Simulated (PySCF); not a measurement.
Species: [FeI4]- (charge -1 and sextet state).
Bonds: Fe1–I2, Fe1–I3, Fe1–I4, Fe1–I5.

Method: PBE0-D3(BJ)/def2-SVP geometry optimisation, gas phase, def2 core potentials past Kr in PySCF 2.14.0.

(1) How far are the bound atoms from Fe1?

(2) List the angles at Fe1.

(3) What is the shape at Fe1?

(4) What are the rotational constants (commonest isotopes, rigid rotor)?

Results:

(1) 4 atoms: I2 2.567 Å, I4 2.568 Å, I5 2.568 Å, I3 2.571 Å.

(2) 
| angle | degrees | distance of the outer atoms (Å) |
| --- | --- | --- |
| I2–Fe1–I3 | 109.7 | 4.20 |
| I3–Fe1–I5 | 109.6 | 4.20 |
| I3–Fe1–I4 | 109.5 | 4.20 |
| I4–Fe1–I5 | 109.4 | 4.19 |
| I2–Fe1–I4 | 109.3 | 4.19 |
| I2–Fe1–I5 | 109.3 | 4.19 |

(3) Tetrahedral: angles from 109.3° to 109.7°; τ4 = (360° − α − β)/141° = 1.00 with α and β the two widest (0 for a square, 1 for a tetrahedron). Differences among atoms that Td makes equivalent are scatter left by the optimiser.

(4) A = 226.9, B = 226.2, C = 225.9 MHz: a spherical top.

Point group: Td (every atom within 0.08 Å of its image). Charge -1, sextet. ⟨S²⟩ = 8.762 (exact for a sextet: 8.75). Whether it is a minimum is left open (no frequencies).

For an open-shell metal species like this, the optimisation's SCF solution wasn't tested for stability and no frequencies at its level were run, so a lower state or another shape may exist.
